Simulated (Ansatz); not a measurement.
`[Cl][Sn]([Br])([Br])[Br]`, relaxed with RKS PBE0-D4/def2-TZVP in the Gaussian-basis code of Ansatz from a PBE-D4/def2-SVP geometry. The force threshold is 0.005 eV/Å; the program also tests the step.

The species carries charge 0 and has multiplicity 1. Sn takes the def2 core potential.

Start:

```xyz
5

Cl    2.350    0.254    0.098
Sn    0.014    0.001    0.000
Br   -0.693   -0.062   -2.386
Br   -0.617   -2.124    1.134
Br   -1.055    1.931    1.153
```

```json
{"step": "1", "energy (eV)": "-228470.8502", "largest force (eV/Å)": "0.732", "largest move (Å)": "0.000"}
{"step": "2", "energy (eV)": "-228470.8753", "largest force (eV/Å)": "0.622", "largest move (Å)": "0.088"}
{"step": "3", "energy (eV)": "-228470.8841", "largest force (eV/Å)": "1.130", "largest move (Å)": "0.060"}
{"step": "4", "energy (eV)": "-228470.9182", "largest force (eV/Å)": "0.023", "largest move (Å)": "0.053"}
{"step": "5", "energy (eV)": "-228470.9182", "largest force (eV/Å)": "0.001", "largest move (Å)": "0.002"}
```

End:

```xyz
5

Cl    2.297    0.248    0.095
Sn    0.014    0.002    0.001
Br   -0.677   -0.061   -2.341
Br   -0.602   -2.083    1.112
Br   -1.032    1.895    1.132
```

Hardware: 4 threads of an AMD EPYC 7R43 on a shared host. Wall time 81 s, peak host memory 1.2 GiB.
